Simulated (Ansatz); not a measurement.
Ta3⁺. Total charge 1; singlet. Geometry PBE-D4/def2-TZVP, that of the charge +1 singlet.

| atom | x (Å) | y (Å) | z (Å) |
| --- | --- | --- | --- |
| Ta1 | 1.079 | 0.457 | 0.862 |
| Ta2 | -1.251 | 0.711 | -0.210 |
| Ta3 | 0.172 | -1.168 | -0.652 |

In the def2 sets Ta takes a core potential; there is no spin–orbit coupling. At PBE-D4/def2-TZVP, r2SCAN-D4/def2-TZVP, PBE0-D4/def2-TZVP the unrestricted singlet has broken spin symmetry (⟨S²⟩ up to 1.64). At PBE0-D4/def2-TZVP a triplet of charge 1 lies 0.18 eV below the unrestricted singlet, which stands at the restricted singlet's geometry. That triplet is doubtful there (⟨S²⟩ 2.53, where a pure state has 2.00). The structure comes from a short search, and lower isomers may exist.

Task: Estimate the orbital energies around the gap (eV) in Ansatz with PBE-D4/def2-TZVP, r2SCAN-D4/def2-TZVP, PBE0-D4/def2-TZVP.

Result: 
| orbital | PBE-D4/def2-TZVP | r2SCAN-D4/def2-TZVP | PBE0-D4/def2-TZVP |
| --- | --- | --- | --- |
| HOMO−5 | -10.08 | -10.14 | -10.78 |
| HOMO−4 | -9.96 | -10.05 | -10.78 |
| HOMO−3 | -9.39 | -9.42 | -10.21 |
| HOMO−2 | -9.20 | -9.12 | -9.80 |
| HOMO−1 | -8.75 | -8.89 | -9.48 |
| HOMO | -8.65 | -8.82 | -9.44 |
| LUMO | -8.00 | -7.58 | -6.83 |
| LUMO+1 | -7.64 | -7.31 | -6.73 |
| LUMO+2 | -7.27 | -6.95 | -6.51 |
| LUMO+3 | -6.58 | -6.24 | -5.61 |
| LUMO+4 | -6.20 | -5.94 | -5.34 |
| LUMO+5 | -6.14 | -5.69 | -5.18 |
| β HOMO | -8.65 | -8.57 | -9.18 |
| β LUMO | -8.00 | -7.62 | -6.87 |
